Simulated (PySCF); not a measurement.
This script is equivalent to a calculation on N⁺ (nitrogen, charge +1).

```python
from pyscf import gto, scf, dft, mp, cc
import basis_set_exchange as bse
mol = gto.M(atom="N 0 0 0", charge=1, spin=2, symmetry="D2h",
            basis=gto.basis.parse(bse.get_basis("x2c-TZVPall", elements=["N"], fmt="nwchem", header=False)),
            nucmod="G")
mf = scf.UHF(mol).sfx2c1e()
mf.irrep_nelec = {'Ag': (2, 2), 'B1u': (1, 0), 'B2u': (1, 0)}
mf.kernel()
```

(1) What total energy does it give?

(2) Which occupied shell lies highest, and where?

(3) What is ⟨S²⟩, and what would a pure spin state give?

Answers

(1) -53.92152 hartree (calculated).

(2) 2p α, at -30.373 eV.

(3) 2.007, against 2.00.
